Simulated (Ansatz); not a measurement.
This geometry of Cl3FH4OPTa (11 atoms, charge 0, multiplicity 1) is a first-order saddle point.

The calculation used RKS PBE/def2-SVP in Ansatz.

```xyz
11
Properties=species:S:1:pos:R:3
Ta -0.088 0.277 0.219
O 1.902 -0.463 0.369
H 2.117 -1.145 1.036
Cl -0.338 -0.185 2.516
F 0.560 1.127 -1.341
Cl -2.141 1.342 0.077
Cl -0.710 -1.778 -0.642
P 1.315 2.346 1.232
H 1.952 2.223 2.505
H 2.388 2.865 0.443
H 1.956 0.759 0.866
```

Task: Which two structures does it join? (They come from a converged band through this point; their orientation in space is the band's.)

Result: Bonds broken: P8–H11. Bonds formed: O2–H11.

First end point:

```xyz
11
Properties=species:S:1:pos:R:3
Ta 0.070 -0.085 0.148
O 1.724 -1.045 0.159
H 2.235 -1.501 0.850
Cl -0.065 -0.582 2.478
F 0.619 0.775 -1.455
Cl -1.571 1.612 0.487
Cl -1.338 -1.692 -0.736
P 1.558 2.057 1.163
H 1.078 2.692 2.347
H 1.665 3.202 0.315
H 2.939 1.935 1.524
```

Last end point:

```xyz
11
Properties=species:S:1:pos:R:3
Ta -0.170 0.466 0.338
O 2.052 -0.219 0.476
H 2.134 -1.198 0.490
Cl -0.354 -0.010 2.641
F 0.354 1.162 -1.344
Cl -2.363 1.119 0.094
Cl -0.145 -1.803 -0.355
P 0.978 2.610 1.155
H 1.742 2.293 2.329
H 2.089 2.791 0.263
H 2.597 0.158 1.194
```

Task: How far does it lie above each of them?

Result: 34.8 kcal/mol above the first and 17.2 kcal/mol above the second. This is the barrier of this one path; another mechanism may lie lower. The orbitals stay closed-shell, which can raise the energy where a bond breaks towards radicals; this wasn't checked here.

The run took 9.3 min on 4 threads of Arm Neoverse V2 (shared host), peak memory 0.28 GiB.
